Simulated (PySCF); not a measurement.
C5H5F, SMILES C(C=C)=C=CF. Geometry: B3LYP-D3(BJ)/def2-SVP. This is a generated structure with no PubChem entry under its InChIKey; it may be hypothetical. One conformer was computed; it need not be the lowest.

Computed equilibrium geometry at B3LYP-D3(BJ)/def2-SVP (PySCF confirms it by a frequency run) as Cartesian coordinates in Å (one conformer of several):
```xyz
11

C     -1.4445    -2.1809     1.5369
C     -0.7573    -1.5014     0.6056
C     -0.1828    -0.1769     0.8371
C      0.4992     0.5158    -0.0558
C      1.2118     1.1803    -0.9283
F      0.6843     2.0550    -1.8065
H     -1.6116    -1.7660     2.5359
H     -1.8615    -3.1693     1.3311
H     -0.6018    -1.9331    -0.3885
H     -0.3421     0.2581     1.8345
H      2.2996     1.0931    -1.0271
```
Charge 0, spin multiplicity 1.
